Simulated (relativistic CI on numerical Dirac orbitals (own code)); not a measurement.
# Sensitivity of the levels of Ta LV to α and to the nuclear radius

These numbers are calculated, not measured: Dirac-Coulomb-Breit CI, separate exchange-only KLI orbitals for each configuration, derivatives by finite differences, unscaled Slater integrals, QED left out (own radial code, finite nucleus).

Configurations in the expansion (outside the closed core [Ne]): 3s²3p⁶3d, 3s²3p⁵3d², 3s3p⁶3d², 3s²3p⁶4s, 3s²3p⁶4p, 3p⁶3d³, 3p⁵3d⁴. Double excitations out of closed p, d and f shells are left out; levels of such configurations are missing from the list, as are those of other unlisted configurations, and high levels can miss mixing partners.

With x = (α/α₀)² − 1 an excitation energy changes as ω = ω₀ + qx; K = 2q/ω₀ is the relative enhancement. Terms are leading LS components, so labels can repeat. The field-shift factor is F = δν/δ⟨r²⟩ for the transition from the lowest level.

Lowest level 3s²3p⁶3d ²D3/2.

| Level | ω₀ (cm⁻¹) | q (cm⁻¹) | F (GHz/fm²) |
| --- | --- | --- | --- |
| 3s²3p⁶3d ²D5/2 | 584014 | 593000 | 13.6 |
| 3s²3p⁵3d² ⁴D°3/2 | 2007250 | 124700 | 19.3 |
| 3s²3p⁵3d² ⁴D°1/2 | 2020174 | 154900 | 19.7 |
| 3s²3p⁵3d² ⁴F°5/2 | 2063678 | 127000 | 19.6 |
| 3s²3p⁵3d² ²G°7/2 | 2085121 | 112600 | 19.4 |
| 3s²3p⁵3d² ²P°3/2 | 2264795 | 153200 | 20.3 |
| 3s²3p⁵3d² ⁴D°5/2 | 2544962 | 706900 | 32.6 |
| 3s²3p⁵3d² ⁴G°9/2 | 2582127 | 697400 | 32.8 |
| 3s²3p⁵3d² ⁴F°7/2 | 2605759 | 712200 | 33.3 |
| 3s²3p⁵3d² ⁴D°3/2 | 2637381 | 718400 | 32.4 |
| 3s²3p⁵3d² ⁴P°5/2 | 2653752 | 711800 | 33.1 |
| 3s²3p⁵3d² ²H°11/2 | 2669288 | 699500 | 33.5 |
| 3s²3p⁵3d² ²G°7/2 | 2680831 | 703800 | 33.1 |

At this charge energies of transitions that change n are usually good to better than 1 %, and those within a shell (Δn = 0) to a few per cent.

(1) Which transition from the lowest level has the largest |K|?

Answers

(1) 3s²3p⁶3d ²D5/2 at 584014 cm⁻¹, K = 2.03.
